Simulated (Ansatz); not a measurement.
`SC1=C[Se][SiH2]1`, 9 atoms. Charge 0, multiplicity 1. Correlated methods include outer-core shells of Se, which these sets cover unevenly. Scalar relativity is left out up to krypton. All runs use 4 threads of an Intel Xeon Platinum 8259CL on a shared host. Correlated methods freeze the cores.

Task: Give the basis size and wall time and peak host memory of each of these runs in Ansatz. RHF-MP2/def2-QZVPP energy; RKS PBE0-D4/def2-QZVPP energy; RKS CAM-B3LYP-D4/def2-TZVPP energy; RKS HSE06 (plane-wave form)-D4/def2-TZVPP energy; RKS PBE0-D4/def2-TZVP relaxation (8 steps); RKS B2PLYP (frozen core)/def2-TZVPP energy; RKS PBE0-D4/def2-SVP energy; RHF-CCSD(T)/def2-SVP energy; RKS BHLYP-D4/def2-TZVPP energy; RKS ωB97M-V/def2-SVP energy; RKS PBE0-D4/def2-TZVP frequencies; RKS ωB97M-V/def2-QZVPP energy. (Best estimate.)

Result: Computed: Other jobs shared the machine, so times are rough.

| level | job | functions | wall time | peak host memory (GiB) |
| --- | --- | --- | --- | --- |
| RKS PBE0-D4/def2-SVP | energy | 116 | 2.7 s | 0.5 |
| RKS BHLYP-D4/def2-TZVPP | energy | 250 | 4.1 s | 0.89 |
| RKS HSE06 (plane-wave form)-D4/def2-TZVPP | energy | 250 | 4.5 s | 0.88 |
| RKS CAM-B3LYP-D4/def2-TZVPP | energy | 250 | 4.9 s | 0.94 |
| RHF-CCSD(T)/def2-SVP | energy | 116 | 7 s | 0.57 |
| RKS B2PLYP (frozen core)/def2-TZVPP | energy | 250 | 7 s | 0.74 |
| RKS ωB97M-V/def2-SVP | energy | 116 | 8.5 s | 0.5 |
| RKS PBE0-D4/def2-QZVPP | energy | 463 | 17 s | 2.2 |
| RKS ωB97M-V/def2-QZVPP | energy | 463 | 33 s | 2.5 |
| RKS PBE0-D4/def2-TZVP | relaxation (8 steps) | 208 | 40 s | 0.72 |
| RHF-MP2/def2-QZVPP | energy | 463 | 58 s | 3 |
| RKS PBE0-D4/def2-TZVP | frequencies | 208 | 5.2 min | 0.71 |
